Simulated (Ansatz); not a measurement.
Job for Ansatz (a first-principles code): U-B3LYP/def2-TZVPP on CH5MgN (SMILES [CH3][Mg][NH2]), a point of a bond scan (R = 1.213 Å).

Ansatz 0.2 input:
```yaml
crystal:
  periodic: [false, false, false]
  atoms:
    - {symbol: Mg, position_ang: [0.00826456, -0.04712997, 0.03044101]}
    - {symbol: C, position_ang: [-0.28026958, 1.67368275, -1.11114769]}
    - {symbol: H, position_ang: [-1.04623442, 2.32029198, -0.67380073]}
    - {symbol: H, position_ang: [-0.60167589, 1.43347148, -2.12823459]}
    - {symbol: H, position_ang: [0.63653762, 2.26428122, -1.18905058]}
    - {symbol: N, position_ang: [0.26979219, -1.61137839, 1.07033147]}
    - {symbol: H, position_ang: [1.00591103, -2.53849034, 0.80719037]}
    - {symbol: H, position_ang: [-0.17795435, -1.83096121, 1.94931248]}
basis:
  gaussian:
    orbitals: def2-TZVPP
hamiltonian:
  xc: {name: B3LYP}
magnetization: {spin_polarized: true, initial_magnetization: 0}
```

The head of its log:

```
WARN ansatz: RAYON_NUM_THREADS=1 ignored (pool sized by the plan → 1); use --threads N
Functional definition: B3LYP
integrals: 0.06 GiB planned
918 factors; their error is unknown
mean field: 0.71 GiB planned
mean field evaluation 1: about -8037.3124 eV, gradient 6.4e1 eV
mean field evaluation 2: about -7996.3961 eV, gradient 9.6e1 eV
```

Task: What total energy does the run end on?

Result: -296.0046 hartree.
